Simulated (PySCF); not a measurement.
# Si4PH11O3

Si4PH11O3 is a molecule, neutral, singlet. The structure, one conformer, was relaxed in the gas phase by PBE0-D3(BJ)/def2-SVP. No frequency run checks that it is a minimum.

SMILES: [SiH3]O[Si](P)(O[SiH3])O[SiH3]

Coordinates in Å:
```
Si1     2.555   -0.647   -0.400
O2      1.166   -0.257   -1.224
Si3    -0.451   -0.003   -1.041
O4     -0.679    1.396   -0.202
Si5    -0.301    2.237    1.180
O6     -1.116   -1.246   -0.188
Si7    -1.161   -1.981    1.301
P8     -1.390    0.035   -3.065
H9      2.599   -2.114   -0.128
H10     2.595    0.091    0.901
H11     3.725   -0.255   -1.233
H12     1.008    2.934    1.015
H13    -0.209    1.296    2.338
H14    -1.374    3.238    1.434
H15    -2.108   -1.260    2.201
H16     0.203   -1.965    1.916
H17    -1.609   -3.389    1.123
H18    -0.858    1.330   -3.350
H19    -2.615    0.558   -2.548
```

Shieldings: GIAO PBE0/pcSseg-1. Shifts are against computed references at the same level: H TMS (σ 31.27 ppm), Si TMS (σ 352.0 ppm). Core levels by delta-SCF with SCAN, pcX-2 on the ionised atom and pcseg-1 elsewhere, spin-free X2C (2p3/2 is the spin-free 2p value less a third of a first-order spin-orbit splitting); from the vacuum level, for chosen atoms.

Problem. Give the shieldings and core levels atom by atom.

Solution. 
| atoms | bonded to | σ (ppm) | δ (ppm) | core level (eV) |
| --- | --- | --- | --- | --- |
| Si1 | 1 O + 3 H | 391.0 | -39.0 | - |
| O2 | 2 Si | 269.8 | - | 1s 537.90 |
| Si3 | 3 O + 1 P | 396.1 | -44.1 | 2p3/2 108.06 |
| O4 | 2 Si | 264.0 | - | 1s 537.86 |
| Si5 | 1 O + 3 H | 391.7 | -39.7 | - |
| O6 | 2 Si | 270.3 | - | 1s 537.90 |
| Si7 | 1 O + 3 H | 390.9 | -38.9 | - |
| P8 | 1 Si + 2 H | 595.2 | - | 2p3/2 136.33 |
| H9 H10 H11 | 1 Si | 26.15 | 5.12 | - |
| H12 H13 H14 | 1 Si | 26.12 | 5.15 | - |
| H15 H16 H17 | 1 Si | 26.14 | 5.12 | - |
| H18 | 1 P | 29.68 | 1.59 | - |
| H19 | 1 P | 29.68 | 1.58 | - |

Values are those of this one static structure, with the three H of a rotating XH3 group averaged; atoms that internal rotation interchanges would show their mean in an NMR spectrum.

Problem. By CAM-B3LYP/def2-SVPD (TDDFT singlets, Tamm-Dancoff triplets, ionisation by delta-SCF), where does absorption start, and what does vertical ionisation take?

Solution. The lowest singlet lies at 6.84 eV (f 0.063), the strongest of the first 6 at 7.42 eV (f 0.154), the lowest triplet at 5.91 eV; vertical ionisation takes 9.84 eV.
